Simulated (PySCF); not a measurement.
## Calculated NMR parameters of C/C=N\N=C(/C)C(C)C

```
Formula                               : C7H14N2
SMILES                                : C/C=N\N=C(/C)C(C)C
Point group of the computed structure : C1
Degrees of unsaturation               : 2
Carbon signals                        : 6
Proton signals                        : 5
```

Atom-mapped SMILES (the numbers label the heavy atoms): `[CH3:1]/[CH:2]=[N:3]\[N:4]=[C:5](/[CH3:6])[CH:7]([CH3:8])[CH3:9]`. Each H is labelled by its parent atom.

All values are calculated (PySCF): σ from GIAO-PBE0/pcSseg-1, geometry from GFN2-xTB. Non-relativistic Hamiltonian, in vacuum, one conformer, averaged over atoms made equivalent by symmetry, fast rotation or ring inversion.

Chemical shifts δ = σref − σ; 1H (σ = 31.72 ppm), 13C (σ = 186.93 ppm) vs TMS; 15N (σ = 267.73 ppm) against NH3, all at this level.

```tsv
carbon	δC, type	δH (multiplicity)	HMBC from (2–3 bonds)	span of the C tensor (ppm)
C1	15.0, CH3	1.64 (d)	H(C2)	34
C2	130.0, CH	6.45 (q)	H(C1)	145
C5	143.9, C	–	H(C7), H(C6), H(C8)/H(C9)	144
C6	16.4, CH3	1.68 (s)	H(C7)	34
C7	39.3, CH	2.10 (sept)	H(C6), H(C8)/H(C9)	25
C8/C9	22.4, CH3	1.17 (d)	H(C7), H(C8)/H(C9)	36
```

Other nuclei:
| atoms | nucleus | environment | δ (ppm) | σ (ppm) |
| --- | --- | --- | --- | --- |
| N3 | 15N | imine nitrogen | 393.9 | -126.2 |
| N4 | 15N | imine nitrogen | 377.4 | -109.6 |

1. Carbon types of the structure: 1 × C, 2 × CH, 4 × CH3, which accounts for all hydrogens.
2. δC 143.9, 130.0: C=N carbon.
3. δC 39.3: sp3 CH; a saturated carbon with 3 carbon neighbours and no heteroatom attached.
4. δC 22.4, 16.4, 15.0: methyl carbon; saturated and bonded to C and H only.
5. δH 6.45: hydrogen on a C=N carbon.
6. δH 1.68, 1.64, 1.17: hydrogen on a methyl carbon.

Shifts are as computed. Against solution values, carbons near 30 ppm lie about +3 ppm off and those near 130 ppm about +5 ppm. Of 1211 compounds with measured shifts, 218 miss one by over three times the rms of a fit or turn the order of signals round; such compounds aren't used in these exercises. Experimental scales use liquid or dissolved standards, which lie at an offset from isolated NH3 (liquid NH3: subtract about 20 ppm). Unscaled 15N shifts of sp2 nitrogen come out 20 to 40 ppm too high even then. Multiplicities follow the n + 1 count of equivalent neighbours, as no J values were calculated; m marks all less simple cases, F and P coupling included.
